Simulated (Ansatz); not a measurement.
```yaml
crystal:
  periodic: [false, false, false]
  atoms:
    - {symbol: F, position_ang: [2.943208, -2.568794, 1.615813]}
    - {symbol: B, position_ang: [1.164907, -1.368912, 0.322821]}
    - {symbol: C, position_ang: [1.717831, 0.681074, -1.732329]}
    - {symbol: S, position_ang: [0.075613, 2.811401, 0.528719]}
    - {symbol: Si, position_ang: [-2.343120, -0.443761, 1.296011]}
    - {symbol: H, position_ang: [3.681098, 1.257085, -1.977449]}
    - {symbol: H, position_ang: [0.713579, 0.644726, -3.524446]}
    - {symbol: H, position_ang: [-4.498372, -0.630584, -0.497133]}
    - {symbol: H, position_ang: [-3.287126, -0.469727, 3.935867]}
basis:
  gaussian: {orbitals: def2-TZVPD, point_charges: [{charge: 1.00, position_ang: [4.564, 0.910, 0.226]}]}
hamiltonian: {xc: {name: PBE-QIDH}}
```

```sh
$ ansatz run in.yaml --threads 4 --pin off --events-out ev --progress --plain --max-ram 10444MiB
```

It prints (some lines left out):

```
Functional definition: PBE-QIDH
1538 factors; integrals over basis functions are off by at most 1.1e-3 eV
mean field evaluation 1: about -23131.5761 eV, gradient 6.2e1 eV
mean field evaluation 2: about -23131.5909 eV, gradient 6.2e1 eV
mean field evaluation 4: about -23066.3990 eV, gradient 8.3e1 eV
mean field evaluation 8: about -23151.0373 eV, gradient 1.6e1 eV
mean field evaluation 16: about -23153.3299 eV, gradient 3.4e-1 eV
mean field evaluation 32: about -23153.3348 eV, gradient 6.2e-1 eV
mean field evaluation 64: about -23153.2456 eV, gradient 3.2e-1 eV
mean field -23153.33566125 eV, -850.8693916562 hartree, gradient 4.3e-6 eV, S^2 0.000000; 4 other end points of the search recorded, 0 dependent functions left out; unrestricted orbitals would lower it
13 core orbitals not correlated: weight in the atoms' cores, before any rotation towards them, 1.000 or more for the frozen orbitals, at most 0.000 for the correlated occupied ones
reference -23153.33568804 eV, -850.8693926410 hartree; 14, 14 occupied and 212, 212 virtual orbitals, 1538 factors
second order -26.12513745 eV of doubles, -0.00000000 eV of singles
Total energy: -23162.04406719 eV, -851.1894196720 hartree
```

(1) What is wrong with this run?

Answers

(1) The coordinates are in bohr but typed as ångström. The calculation finished and met its thresholds. The result belongs to that input, not to the molecule as meant.
